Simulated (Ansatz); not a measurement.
Ligand exchange: C3H9AlO + C2H7InO → C3H9AlO2 + C2H7In

Species: C3H9AlO `C[CH](C)[AlH][OH]`, singlet; C2H7InO `C[CH2][InH][OH]`, singlet; C3H9AlO2 `C[CH](C)[Al]([OH])[OH]`, singlet; C2H7In `C[CH2][InH2]`, singlet. The partners trade H for OH: Al–H and In–OH bonds give way to Al–OH and In–H.

Shapes, held fixed at every level: PBE0-D4/def2-TZVP. Flexible molecules stand in one conformer, not always the lowest. Programs: Ansatz 0.2.0. Electronic energies: no zero-point or thermal term.

| level | kind | ΔE (kJ/mol) | less CCSD(T)/def2-TZVPP |
| --- | --- | --- | --- |
| PBE-D4/def2-TZVPP | GGA | -88.1 | +9.3 |
| r2SCAN-D4/def2-TZVPP | meta-GGA | -96.8 | +0.6 |
| B3LYP-D4/def2-TZVPP | global hybrid | -96.9 | +0.5 |
| PBE0-D4/def2-TZVPP | global hybrid | -97.2 | +0.2 |
| wB97M-V/def2-TZVPP | range-separated hybrid | -100.0 | -2.6 |
| wB97X-V/def2-TZVPP | range-separated hybrid | -95.8 | +1.6 |
| MP2/def2-TZVPP | perturbation theory | -96.9 | +0.5 |
| CCSD(T)/def2-TZVPP | coupled cluster or CI | -97.4 | 0.0 |

The highest level, CCSD(T)/def2-TZVPP, gives ΔE = -97.4 kJ/mol; the levels span -100.0 to -88.1. The column of differences is taken from that level and isn't an error. No measured value is set beside it here. For atoms past krypton def2 sets carry core potentials with scalar relativity. Correlated rows may include outer-core shells of In, which these sets cover unevenly.
